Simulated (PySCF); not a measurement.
C2H5Ga.
Structure used (PBE0-D3(BJ)/def2-SVP), in Å, numbered top down from 1:
```xyz
8
C2H5Ga angstrom
C     -1.3324   -0.0266   -0.4069
C     -0.3021   -0.5479    0.2772
Ga     1.4554    0.2997    0.2359
H     -1.2247    0.8862   -1.0058
H     -2.3324   -0.4796   -0.4066
H     -0.4848   -1.4640    0.8545
H      2.6787   -0.2992    1.0199
H      1.5974    1.6123   -0.6207
```

Level of theory: PySCF, PBE0-D3(BJ)/def2-SVP geometry optimisation, gas phase.

**Question.** Which atoms are bound to Ga3, and at what distances?

**Answer.** 3 atoms: H7 1.572 Å, H8 1.574 Å, C2 1.952 Å. The nearest atom not counted as bound is H6, at 2.69 Å.

**Question.** List the angles at Ga3.

**Answer.** 
```csv
angle,degrees,distance of the outer atoms (Å)
C2–Ga3–H7,121.7,3.08
H7–Ga3–H8,121.3,2.74
C2–Ga3–H8,117.1,3.01
```

**Question.** What is the shape at Ga3?

**Answer.** Planar: angles 121.7°, 121.3° and 117.1°, sum 360.0°, 0.00 Å off the plane of its three neighbours.

**Question.** What are the other bond lengths?

**Answer.** C1=C2 1.342 Å; C1–H4 1.097 Å; C1–H5 1.098 Å; C2–H6 1.098 Å.

**Question.** Give some angles away from the centre.

**Answer.** C1–C2–Ga3 120.8°.

**Question.** What are the rotational constants (commonest isotopes, rigid rotor)?

**Answer.** A = 37891, B = 3984, C = 3605 MHz: a near-prolate asymmetric top.

Point group: Cs (every atom within 0.08 Å of its image). Charge 0, singlet. PBE0-D3(BJ)/def2-SVP frequencies: not computed here.
